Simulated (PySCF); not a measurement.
A TDDFT job was run through a driver script with this input:

```
{"job": {"kind": "uv", "xc": "B3LYP", "basis": "def2-SVPD", "ip": true}, "charge": 0, "multiplicity": 1}
C     -1.212602    -0.132637    -0.166545
O      0.027356    -0.753687    -0.028292
Ga     1.593290     0.067622     0.205448
H     -1.179238     0.964140    -0.009765
H     -1.932725    -0.548834     0.560889
H     -1.629211    -0.308807    -1.175361
H      2.798339    -0.911411     0.318414
H      1.543019     1.632552     0.270713
```

The program printed, after the SCF cycles:

```
converged SCF energy = -2040.9166944603

Static polarisability (au): isotropic 48.501, principal 38.316 47.633 59.553

Singlet excitations
state   eV       nm        f      main configurations
  1   5.1171    242.3   0.00147   H-1->L 1.00
  2   5.4690    226.7   0.07053   H->L 0.96
  3   6.0438    205.1   0.00077   H-2->L 1.00
  4   6.6940    185.2   0.01124   H->L+1 0.93
  5   6.9956    177.2   0.05314   H-1->L+1 0.72, H-1->L+2 0.23
  6   7.0545    175.8   0.00069   H->L+2 0.91
  7   7.3180    169.4   0.09056   H-1->L+2 0.74, H-1->L+1 0.22
  8   7.5870    163.4   0.00172   H->L+3 0.96
  9   7.7237    160.5   0.00321   H-1->L+3 0.87, H-2->L+1 0.10
 10   7.9754    155.5   0.03956   H->L+4 0.97

Triplet excitations (Tamm-Dancoff, eV): 4.6398 4.8929 5.6268 6.3280
Vertical ionisation energy (delta-SCF) = 10.2250 eV
Vertical electron affinity (delta-SCF) = -0.4042 eV
```

Level of theory: PySCF, TDDFT B3LYP/def2-SVPD, vertical, gas phase, core orbitals frozen in the response. One conformer (not necessarily the lowest) at the PBE0-D3(BJ)/def2-SVP geometry, without solvent, vibrations or thermal averaging. Relativistic effects, spin–orbit coupling among them, are left out although an element past zinc is present.

Problem. Give the energy of state 4 in hartree, cm⁻¹ and kJ/mol.

Solution. 0.24600 hartree, 53991 cm⁻¹, 645.9 kJ/mol.

Problem. What transition dipole goes with state 7?

Solution. |μ|² = 3f / (2ΔE) = 3 × 0.0906 / (2 × 0.2689) = 0.505 au, so |μ| = 1.81 D.

Problem. What is the polarisability anisotropy, √(½[(α1 − α2)² + (α2 − α3)² + (α3 − α1)²])?

Solution. 18.44 au.

Problem. How many basis functions and electrons does this run hold?

Solution. 121 basis functions for 50 electrons in 25 doubly occupied orbitals.

Problem. How much of the mean polarisability do the listed states account for?

Solution. The sum over states Σ f/ΔE² (ΔE in hartree) gives 4.58 au, 9% of the total; the rest comes from higher roots of the same response equations.

Problem. Write the structure that the coordinates describe.

Solution. `C[O][GaH2]` (CH5GaO).

H and L stand for HOMO and LUMO.

On an Arm Neoverse V2 with one thread, shared host, this took 36 s wall.
